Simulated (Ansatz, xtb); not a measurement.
Two conformers of BBrClH3OSi

Structure X is `ClBO[SiH2]Br`, a singlet and structure Y is `ClBO[SiH2]Br`, a singlet. Both are isolated molecules in the gas phase, relaxed with B3LYP-D3(BJ)/def2-SVP.

X (Å):

| atom | x (Å) | y (Å) | z (Å) |
| --- | --- | --- | --- |
| B | 1.2989 | -1.2815 | -1.0212 |
| Br | 0.9408 | 1.4906 | 1.7267 |
| Cl | 1.9592 | -2.1566 | 0.3758 |
| O | 0.3589 | -0.3354 | -0.8533 |
| Si | -0.4618 | 0.3091 | 0.4641 |
| H | 1.7033 | -1.5554 | -2.1176 |
| H | -1.0496 | -0.7810 | 1.2754 |
| H | -1.4785 | 1.2232 | -0.0957 |

Y (Å):

```xyz
8

B    -1.4932   -1.9955   -0.9731
Br   -2.4737    2.1933    0.3069
Cl    0.2330   -2.4387   -1.0206
O    -1.8571   -0.7607   -0.5996
Si   -0.9853    0.5991   -0.1201
H    -2.3079   -2.8210   -1.2802
H    -0.1158    1.0459   -1.2307
H    -0.2424    0.2971    1.1233
```

Question: Estimate E(Y) − E(X) at the level CCSD(T)/def2-SVP + ΔMP2/def2-TZVPP.

Answer: Too close to call at this level: CCSD(T)/def2-SVP + ΔMP2/def2-TZVPP gives E(Y) − E(X) = +2.03 kJ/mol.

The same difference at several levels:

| level | geometry | E(Y) − E(X) (kJ/mol) | departure from the last row (kJ/mol) | job, with rough time for the two |
| --- | --- | --- | --- | --- |
| B3LYP-D3(BJ)/def2-SVP | B3LYP-D3(BJ)/def2-SVP | +3.09 | +1.06 | optimisation, 2.5 min |
| HF/def2-SVP | B3LYP-D3(BJ)/def2-SVP | +0.99 | −1.04 | part of the CCSD(T) run |
| MP2/def2-SVP | B3LYP-D3(BJ)/def2-SVP | +2.61 | +0.58 | part of the CCSD(T) run |
| CCSD(T)/def2-SVP | B3LYP-D3(BJ)/def2-SVP | +2.27 | +0.24 | single point |
| CCSD(T)/def2-SVP + ΔMP2/def2-TZVPP | B3LYP-D3(BJ)/def2-SVP | +2.03 |  | single point, 49 s |

The largest departure from CCSD(T)/def2-SVP + ΔMP2/def2-TZVPP is that of B3LYP-D3(BJ)/def2-SVP, 1.06 kJ/mol. Levels run at GFN2-xTB geometries aren't shown. The last row adds to CCSD(T) the change of the MP2 difference between the two basis sets, here −0.24 kJ/mol.

With harmonic frequencies from B3LYP-D3(BJ)/def2-SVP (ideal gas, rigid rotor, one conformer each, 298.15 K, 1 atm): on the last row, ΔE + ΔZPE = +1.58 kJ/mol. A mode under 50 cm⁻¹ makes harmonic enthalpies and free energies unreliable, so none is given.

The correlated steps freeze 21 core orbitals; the filled d shell of Br is correlated, in a basis made for valence electrons. Programs: Ansatz 0.2.0; the last row on 2 threads of Arm Neoverse V1 on a shared host.
